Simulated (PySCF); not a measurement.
NMR data simulated for an unnamed compound:

¹H NMR (400 MHz, computed): δ 10.31 (t, 1H), 4.71 (t, 2H), 3.87 (d, 2H), 2.90 (t, 2H).

¹³C{¹H} NMR (computed): δ 240.7 (C), 212.1 (CH), 69.1 (CH2), 31.3 (CH2).

- NMR shieldings at PBE0/pcSseg-1/GIAO
- GFN2-xTB geometry
- code: PySCF 2.14.0 with density-fitted response routines
- averaged over atoms made equivalent by symmetry, fast rotation or ring inversion, one computed conformer, isolated molecule, relativity neglected

Shifts are taken against calculated references (same method and geometry level): ¹H (31.72 ppm), ¹³C (186.93 ppm) against TMS.

Task: Which of these does the molecule contain: a heteroaromatic ring, a Si–H bond, an aldehyde, a tert-butyl group, a CH3CH2 unit?

Result: 
- A heteroaromatic ring: no.
- A Si–H bond: yes (δH 4.71 (t)).
- An aldehyde: yes (δC 212.1; δH 10.31 (t)).
- A tert-butyl group: no.
- A CH3CH2 unit: no.

The data belong to SMILES O=CCC(=O)[SiH2]CCl, C4H7ClO2Si; they needn't prove each group on their own.

Carbon signals by region: 2 in the far downfield region (above 160 ppm), 1 at 50–100 ppm, 1 below 50 ppm. Above 160 ppm: 240.7, carbonyl carbon, 212.1, aldehyde carbonyl carbon.

Carbons that carry Cl, above all several Cl atoms, come out too deshielded, partly because spin–orbit coupling is missing. Shifts are as computed. Against solution values, carbons near 30 ppm lie about +3 ppm off and those near 130 ppm about +5 ppm; carbons on Cl a further +6 ppm. Of 1211 compounds with measured shifts, 218 miss one by over three times the rms of a fit or turn the order of signals round; such compounds aren't used in these exercises. No couplings were computed; multiplicities are counted from neighbouring protons, with m where these are inequivalent, close in shift, in a saturated or five-membered ring or joined by F or P, and br s for small geminal =CH2 splittings.
